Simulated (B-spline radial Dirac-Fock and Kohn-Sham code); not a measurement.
# Mn⁴⁺ 2s: cross section and angular parameters

System: the Mn⁴⁺ ion in the configuration [Ar] 3d3; threshold 831.0 eV (orbital energy of the model). Model: Dirac-Hartree-Slater photoionisation with a Latter tail; cross sections with all multipoles, angular parameters from the dipole term and its interference with E2. Program: an atomic code on a B-spline grid.

The run's input, task.json:

```json
{"items": [{
  "Z": 25,
  "q": 4,
  "cfg": [[1, 0, 2], [2, 0, 2], [2, 1, 6], [3, 0, 2], [3, 1, 6], [3, 2, 3]],
  "A": 55,
  "rrms": 3.7057,
  "do": "xps",
  "hv": [73.7, 73.9, 78.8, 83.7, 115.0, 147.0, 172.0, 196.0, 200, 203.0, 219.0, 244.0, 300, 353.0, 394.0, 400, 637.0, 800, 1090.0, 1550.0, 1590.0, 2980.0, 3170.0, 4010.0, 5414.7, 8170.0, 9251.7, 9730.0, 12000, 15000]
}]}
```

Command: `python xray2_run.py task.json out`

For linearly polarised light dσ/dΩ = σ/(4π) [1 + β P₂(cos θ) + (δ + γ cos²θ) sin θ cos φ], with θ from the polarisation vector and φ the angle between the beam and the projection of the electron momentum on the plane normal to the polarisation.

```csv
hν (eV),σ (kb),β,γ
1090,96.6,2.000,0.096
1550,53.7,2.000,-0.057
1590,51.3,2.000,-0.055
2980,15.0,2.000,0.248
3170,13.2,2.000,0.297
4010,7.90,2.000,0.505
5414.7,3.98,1.999,0.819
8170,1.48,1.999,1.320
9251.7,1.08,1.999,1.490
9730,0.954,1.999,1.562
12000,?,?,?
15000,0.309,1.999,2.234
```

**Question.** Give the values at 12000 eV.

**Answer.** σ = 0.556 kb, β = 1.999, γ = 1.874. For an s subshell δ is negligible.

Values without a named source are computed, but for edge energies of neutral atoms, which are taken from tables.
